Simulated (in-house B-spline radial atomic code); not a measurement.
## B3LYP (VWN-RPA) excitations of Ge V (Ge4+)

Method: B3LYP (VWN-RPA). Computed with an all-electron radial atomic-structure program (B-spline basis): linear response of the closed shell [Ar] 3d10 with the functional's adiabatic kernel; scalar-relativistic (spin-free one-electron X2C), finite nucleus, no spin-orbit coupling, no double excitations, S, P, D and F terms only. Only terms of natural parity with L up to 3 were computed.

Command:
```bash
python run_td.py task.json out
```
Settings (radii: box in bohr, nucleus in fm):
```
Z                        32
electrons                28
configuration            [Ar] 3d10
hamiltonian              x2c
method                   b3lyp
box_radius               19.1
rms_radius               4.0742
intervals                72
```

Run time, properties included: 2.7 s on 1 thread of Intel(R) Xeon(R) Platinum 8259CL CPU @ 2.50GHz (Skylake/Cascade Lake) (shared host).

The lowest states, in the order of their Tamm-Dancoff energies; the method's threshold (minus the highest occupied level) is 81.29 eV. Labels give the largest channel, * marks a mixed state, and oscillator strengths are full-response dipole values. Semilocal kernels can invert the small singlet-triplet splittings of Rydberg terms. Energies in eV:

```
     state  full response  Tamm-Dancoff  oscillator strength
3d → 4s 3D         26.063        26.083                    -
3d → 4s 1D         26.823        26.833                    -
3d → 4p 3P          37.20         37.22                    -
3d → 4p 3F          37.39         37.41                    -
3d → 4p 1F          37.93         37.93                    -
3d → 4p 1P          38.91         39.00                0.535
3d → 4d 3S          52.89         52.93                    -
3d → 4d 3D          53.49         53.50                    -
3d → 4d 1D          54.05         54.07                    -
3d → 5s 3D              ?             ?                    -
3d → 5s 1D          56.78         56.79                    -
3d → 4d 1S              ?             ?                    -
3d → 5p 3P          60.52         60.52                    -
3d → 5p 3F          60.57         60.57                    -
3d → 5p 1F          60.70         60.70                    -
3d → 5p 1P          60.94         60.96               0.0539
3d → 4f 3P          64.38         64.38                    -
3d → 4f 3F          64.43         64.43                    -
3d → 4f 1F          64.48         64.48                    -
3d → 4f 1P          64.72         64.74                0.434
3d → 5d 3S          66.16         66.17                    -
3d → 5d 3D          66.37         66.37                    -
```

(1) Where does 3d → 4d 1S lie?

(2) Where does 3d → 5s 3D lie?

(3) How large is the singlet-triplet splitting of 3d → 4s (D terms) in Tamm-Dancoff?

(4) What polarisabilities and dispersion coefficient does the method give?

## Answers

(1) At 57.50 eV in full response, 58.00 eV in Tamm-Dancoff.

(2) At 56.62 eV in full response, 56.62 eV in Tamm-Dancoff.

(3) 0.75 eV, from the unrounded values.

(4) Dipole 0.851 bohr³, quadrupole 1.288 bohr⁵, C6 1.625 hartree·bohr⁶ for two such species.
